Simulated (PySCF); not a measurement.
Compound: C6H4ClNO.
Geometry (GFN2-xTB, Å), atoms numbered from 1 in this order:
```
atom  x, y, z in Å
N1     3.363   -0.985   -0.227
C2     2.304   -0.550   -0.153
C3     0.990   -0.052   -0.063
C4     0.768    1.268   -0.026
O5    -0.445    1.848    0.057
C6    -1.525    1.009    0.108
C7    -1.434   -0.316    0.081
Cl8   -2.860   -1.283    0.151
C9    -0.135   -1.064   -0.010
H10    1.563    1.999   -0.063
H11   -2.453    1.553    0.173
H12   -0.016   -1.727    0.856
H13   -0.123   -1.700   -0.903
```

Computed at PBE0/pcSseg-1 (PySCF, non-relativistic), with Q(14N) = 0.02044 b, Q(17O) = −0.0256 b, Q(35Cl) = −0.0817 b: N1, 14N (I = 1): χzz = -4.615 MHz, η = 0.190; O5, 17O (I = 5/2): χzz = -10.38 MHz, η = 0.488; Cl8, 35Cl (I = 3/2): χzz = -76.79 MHz, η = 0.066.

Where would the pure quadrupole (NQR) lines of 14N at N1 fall for the rigid, isolated species?

From ν± = (3/4)|χ|(1 ± η/3) and ν0 = |χ|η/2: ν+ 3.680 MHz, ν− 3.242 MHz, ν0 0.439 MHz (nitrile nitrogen).

Where would the pure quadrupole (NQR) lines of 17O at O5 fall for the rigid, isolated species?

From the eigenvalues of H = χ/[4I(2I − 1)] × [3Iz² − I(I + 1) + η(Ix² − Iy²)], steps between neighbouring levels, labelled as for η = 0: ±1/2↔±3/2 1.918 MHz, ±3/2↔±5/2 2.987 MHz (cyclic ether oxygen).

Find the zero-field quadrupole resonance frequencies of 35Cl at Cl8.

From ν = (|χ|/2)√(1 + η²/3): ν = 38.42 MHz (vinyl chlorine). For 37Cl the ratio of quadrupole moments, 0.7881, gives 30.28 MHz.

Apply the simplest Townes–Dailey estimate (no s hybridisation, no π bonding), ionic character = 1 − χzz/χ0, where χ0 is the coupling for one missing p electron along the bond: −109.74 MHz for 35Cl.

Cl8 on C7: 1 − (-76.79)/(-109.74) = 0.30. In this model a purely covalent bond gives χ0 and a free halide ion gives zero; s hybridisation or π bonding, where present, is counted here as ionic character.

In a crystal, neighbours and librations shift these lines. GFN2-xTB bond lengths can be off by several hundredths of an ångström, more for odd bonds, and the gradients follow them. A larger basis could move these couplings by a tenth or more.

These values come from a run that also computed NMR shieldings. On Arm Neoverse V1, one thread (shared host), this took 29 s of wall time (with the writing of density and orbital grids) and 0.81 GiB of memory at its peak.
